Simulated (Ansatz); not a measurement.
Ge₂OH₆⁺, that is (H3Ge)2O with one electron fewer. Charge 1, multiplicity 2. Geometry r2SCAN-D4/def2-SVP, that of the neutral singlet; atoms count from 1.

```xyz
9

Ge   -0.0952   -1.3542   -0.8492
H    -0.2228   -2.2541    0.3952
H    -1.0267   -1.8237   -1.9709
H     1.3709   -1.3141   -1.3210
O    -0.6301    0.2950   -0.4446
Ge    0.0246    1.3870    0.7996
H    -0.1737    0.7547    2.1903
H     1.5249    1.6211    0.5373
H    -0.7719    2.6883    0.6632
```

Estimate the Mulliken populations from the PBE0/def2-TZVP orbitals of Ansatz.


```
atom  charge (e)  spin (α − β)
 Ge1        0.21         -0.02
  H2        0.14          0.10
  H3        0.12         -0.01
  H4        0.14          0.11
  O5       -0.24          0.63
 Ge6        0.21         -0.02
  H7        0.15          0.11
  H8        0.14          0.10
  H9        0.12         -0.01
```
Mulliken values and Mayer orders depend strongly on the basis.

Where does the spin sit?

Summed by element: Ge -0.05, H 0.41, O 0.63, of 1 unpaired in all. Largest on single atoms: O5 0.63, H7 0.11, H4 0.11.

And the Mayer bond orders between bonded heavy atoms (over 0.3)?

Ge1–O5 0.90 (1.78 Å); O5–Ge6 0.90 (1.78 Å).
